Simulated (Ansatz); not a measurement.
Na₁₀Br₁₀ (started as a model of: 2x2x5 NaBr rock-salt block). Charge 0, multiplicity 1. Geometry r2SCAN-D4/def2-SVP.

```xyz
20

Na    0.924    3.928   -4.183
Br    0.200    1.396   -3.270
Na   -0.371   -0.816   -1.635
Br   -1.082   -3.337   -0.616
Na   -1.625   -5.473    1.090
Br   -0.737    5.451   -2.555
Na   -1.163    2.976   -1.222
Br   -2.103    0.654    0.150
Na   -2.469   -1.846    1.482
Br   -3.348   -4.179    2.846
Br    3.349    4.178   -2.846
Na    2.469    1.846   -1.482
Br    2.102   -0.654   -0.150
Na    1.162   -2.976    1.222
Br    0.739   -5.451    2.554
Na    1.626    5.472   -1.090
Br    1.082    3.337    0.616
Na    0.370    0.817    1.635
Br   -0.201   -1.396    3.271
Na   -0.923   -3.928    4.183
```

Single mean-field runs in def2-SVP, def2-TZVP are fitted with def2-universal-jkfit.

**Question.** Estimate the orbital energies around the gap (eV) in Ansatz with PBE-D4/def2-SVP, PBE-D4/def2-TZVP, r2SCAN-D4/def2-SVP, PBE0-D4/def2-SVP, PBE0-D4/def2-TZVP.

**Answer.** 
```json
{"orbital": "HOMO−9", "PBE-D4/def2-SVP": "-6.49", "PBE-D4/def2-TZVP": "-6.57", "r2SCAN-D4/def2-SVP": "-6.82", "PBE0-D4/def2-SVP": "-7.75", "PBE0-D4/def2-TZVP": "-7.79"}
{"orbital": "HOMO−8", "PBE-D4/def2-SVP": "-6.46", "PBE-D4/def2-TZVP": "-6.53", "r2SCAN-D4/def2-SVP": "-6.80", "PBE0-D4/def2-SVP": "-7.72", "PBE0-D4/def2-TZVP": "-7.75"}
{"orbital": "HOMO−7", "PBE-D4/def2-SVP": "-6.43", "PBE-D4/def2-TZVP": "-6.51", "r2SCAN-D4/def2-SVP": "-6.76", "PBE0-D4/def2-SVP": "-7.68", "PBE0-D4/def2-TZVP": "-7.73"}
{"orbital": "HOMO−6", "PBE-D4/def2-SVP": "-6.41", "PBE-D4/def2-TZVP": "-6.50", "r2SCAN-D4/def2-SVP": "-6.73", "PBE0-D4/def2-SVP": "-7.67", "PBE0-D4/def2-TZVP": "-7.72"}
{"orbital": "HOMO−5", "PBE-D4/def2-SVP": "-6.40", "PBE-D4/def2-TZVP": "-6.48", "r2SCAN-D4/def2-SVP": "-6.73", "PBE0-D4/def2-SVP": "-7.65", "PBE0-D4/def2-TZVP": "-7.70"}
{"orbital": "HOMO−4", "PBE-D4/def2-SVP": "-6.39", "PBE-D4/def2-TZVP": "-6.47", "r2SCAN-D4/def2-SVP": "-6.73", "PBE0-D4/def2-SVP": "-7.64", "PBE0-D4/def2-TZVP": "-7.70"}
{"orbital": "HOMO−3", "PBE-D4/def2-SVP": "-6.39", "PBE-D4/def2-TZVP": "-6.47", "r2SCAN-D4/def2-SVP": "-6.72", "PBE0-D4/def2-SVP": "-7.64", "PBE0-D4/def2-TZVP": "-7.69"}
{"orbital": "HOMO−2", "PBE-D4/def2-SVP": "-6.35", "PBE-D4/def2-TZVP": "-6.42", "r2SCAN-D4/def2-SVP": "-6.69", "PBE0-D4/def2-SVP": "-7.60", "PBE0-D4/def2-TZVP": "-7.64"}
{"orbital": "HOMO−1", "PBE-D4/def2-SVP": "-6.25", "PBE-D4/def2-TZVP": "-6.36", "r2SCAN-D4/def2-SVP": "-6.58", "PBE0-D4/def2-SVP": "-7.51", "PBE0-D4/def2-TZVP": "-7.57"}
{"orbital": "HOMO", "PBE-D4/def2-SVP": "-6.25", "PBE-D4/def2-TZVP": "-6.35", "r2SCAN-D4/def2-SVP": "-6.57", "PBE0-D4/def2-SVP": "-7.50", "PBE0-D4/def2-TZVP": "-7.56"}
{"orbital": "LUMO", "PBE-D4/def2-SVP": "-1.59", "PBE-D4/def2-TZVP": "-1.65", "r2SCAN-D4/def2-SVP": "-0.99", "PBE0-D4/def2-SVP": "-0.98", "PBE0-D4/def2-TZVP": "-1.05"}
{"orbital": "LUMO+1", "PBE-D4/def2-SVP": "-1.35", "PBE-D4/def2-TZVP": "-1.41", "r2SCAN-D4/def2-SVP": "-0.73", "PBE0-D4/def2-SVP": "-0.77", "PBE0-D4/def2-TZVP": "-0.83"}
{"orbital": "LUMO+2", "PBE-D4/def2-SVP": "-0.84", "PBE-D4/def2-TZVP": "-0.92", "r2SCAN-D4/def2-SVP": "-0.18", "PBE0-D4/def2-SVP": "-0.27", "PBE0-D4/def2-TZVP": "-0.38"}
{"orbital": "LUMO+3", "PBE-D4/def2-SVP": "-0.76", "PBE-D4/def2-TZVP": "-0.84", "r2SCAN-D4/def2-SVP": "-0.11", "PBE0-D4/def2-SVP": "-0.22", "PBE0-D4/def2-TZVP": "-0.30"}
{"orbital": "LUMO+4", "PBE-D4/def2-SVP": "-0.71", "PBE-D4/def2-TZVP": "-0.80", "r2SCAN-D4/def2-SVP": "-0.11", "PBE0-D4/def2-SVP": "-0.13", "PBE0-D4/def2-TZVP": "-0.23"}
{"orbital": "LUMO+5", "PBE-D4/def2-SVP": "-0.46", "PBE-D4/def2-TZVP": "-0.61", "r2SCAN-D4/def2-SVP": "0.15", "PBE0-D4/def2-SVP": "0.12", "PBE0-D4/def2-TZVP": "-0.07"}
```
